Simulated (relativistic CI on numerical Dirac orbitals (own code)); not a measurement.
# Mn3+: K-alpha X-ray emission

Computed with this model: Dirac-Coulomb-Breit CI, KLI orbitals optimised for each configuration, a model potential for QED, valence Slater integrals scaled by 0.9, multiplet model of X-ray emission after core ionisation; configurations [Ar] 3d4 → 1s 2s2 2p6 3s2 3p6 3d4 → [He] 2s2 2p5 3s2 3p6 3d4; 80 K; Lorentzian 1.8 eV and Gaussian 0.6 eV FWHM. Energies are those of the free ion, without screening or charge transfer. S is read from ⟨S²⟩ = S(S + 1).

Field parameters in Wybourne normalisation: Td as Oh with Dq negative (B⁴₀ = 21Dq, B⁴₄ = √(5/14) B⁴₀). The field is a parameter set, without covalency.

Computed curve for free ion, scaled to 100 at the maximum (points under 2 are left out and the grid is thinned):

```json
{"Energy (eV)": "5877.2", "Intensity": "2.0"}
{"Energy (eV)": "5878.0", "Intensity": "2.5"}
{"Energy (eV)": "5878.6", "Intensity": "2.9"}
{"Energy (eV)": "5879.4", "Intensity": "4.0"}
{"Energy (eV)": "5880.2", "Intensity": "6.1"}
{"Energy (eV)": "5880.8", "Intensity": "8.2"}
{"Energy (eV)": "5881.6", "Intensity": "12.0"}
{"Energy (eV)": "5882.2", "Intensity": "14.9"}
{"Energy (eV)": "5883.0", "Intensity": "18.2"}
{"Energy (eV)": "5883.8", "Intensity": "25.4"}
{"Energy (eV)": "5884.4", "Intensity": "28.7"}
{"Energy (eV)": "5885.2", "Intensity": "34.4"}
{"Energy (eV)": "5886.0", "Intensity": "30.1"}
{"Energy (eV)": "5886.6", "Intensity": "19.4"}
{"Energy (eV)": "5887.4", "Intensity": "12.5"}
{"Energy (eV)": "5888.2", "Intensity": "10.8"}
{"Energy (eV)": "5888.8", "Intensity": "9.6"}
{"Energy (eV)": "5889.6", "Intensity": "9.6"}
{"Energy (eV)": "5890.4", "Intensity": "12.1"}
{"Energy (eV)": "5891.0", "Intensity": "15.4"}
{"Energy (eV)": "5891.8", "Intensity": "22.0"}
{"Energy (eV)": "5892.4", "Intensity": "25.0"}
{"Energy (eV)": "5893.2", "Intensity": "20.2"}
{"Energy (eV)": "5894.0", "Intensity": "19.2"}
{"Energy (eV)": "5894.6", "Intensity": "25.1"}
{"Energy (eV)": "5895.4", "Intensity": "45.2"}
{"Energy (eV)": "5896.2", "Intensity": "64.8"}
{"Energy (eV)": "5896.8", "Intensity": "72.5"}
{"Energy (eV)": "5897.6", "Intensity": "96.7"}
{"Energy (eV)": "5898.4", "Intensity": "84.2"}
{"Energy (eV)": "5899.0", "Intensity": "50.9"}
{"Energy (eV)": "5899.8", "Intensity": "24.0"}
{"Energy (eV)": "5900.6", "Intensity": "13.3"}
{"Energy (eV)": "5901.2", "Intensity": "9.3"}
{"Energy (eV)": "5902.0", "Intensity": "6.3"}
{"Energy (eV)": "5902.6", "Intensity": "4.9"}
{"Energy (eV)": "5903.4", "Intensity": "3.7"}
{"Energy (eV)": "5904.2", "Intensity": "2.9"}
{"Energy (eV)": "5904.8", "Intensity": "2.5"}
{"Energy (eV)": "5905.6", "Intensity": "2.0"}
```

The ground state has S = 2.00, and the centroid lies at 5893.31 eV.
